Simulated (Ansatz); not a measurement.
Ligand-field states of [V(H2S)Cl5]2- (VH2SCl5²⁻) at its PBE-D4/def2-SVPD geometry (relaxed as a triplet).

```xyz
9

V    -0.420    0.617    0.274
S     1.669   -1.203    0.001
H     0.710   -2.159    0.206
H     1.092   -0.877   -1.251
Cl   -2.225    2.090    0.159
Cl    1.354    2.125   -0.187
Cl   -1.674   -1.451    0.440
Cl   -0.117    0.729    2.625
Cl   -0.389    0.128   -2.267
```

CASSCF(2,5) on the V 3d shell in def2-SVP, averaged with equal weights over 10 triplets and 15 singlets, then SC-NEVPT2; Ansatz, no spin–orbit coupling. The space holds no ligand orbitals and no second d shell, so covalent complexes are described poorly.

Problem. Estimate the states' energies above the lowest.

Solution. 
| state | CASSCF (eV) | NEVPT2 (eV) |
| --- | --- | --- |
| triplet 1 | 0.00 | 0.00 |
| triplet 2 | 0.07 | 0.08 |
| triplet 3 | 0.11 | 0.13 |
| triplet 4 | 0.92 | 1.11 |
| triplet 5 | 1.12 | 1.35 |
| triplet 6 | 1.12 | 1.34 |
| triplet 7 | 2.21 | 2.59 |
| triplet 8 | 2.48 | 2.36 |
| triplet 9 | 2.64 | 2.52 |
| triplet 10 | 2.85 | 2.74 |
| singlet 1 | 1.66 | 1.48 |
| singlet 2 | 1.72 | 1.53 |
| singlet 3 | 1.72 | 1.51 |
| singlet 4 | 1.81 | 1.63 |
| singlet 5 | 1.87 | 1.68 |
| singlet 6 | 2.83 | 2.78 |
| singlet 7 | 2.92 | 2.89 |
| singlet 8 | 2.94 | 2.91 |
| singlet 9 | 3.16 | 3.10 |
| singlet 10 | 3.20 | 3.12 |
| singlet 11 | 3.36 | 3.37 |
| singlet 12 | 3.51 | 3.53 |
| singlet 13 | 4.01 | 4.19 |
| singlet 14 | 4.05 | 4.18 |
| singlet 15 | 6.75 | 6.27 |
The lowest NEVPT2 state is a triplet. Run time 37 s (4 threads of Intel Xeon Platinum 8375C on a shared host), peak host memory 1.4 GiB.
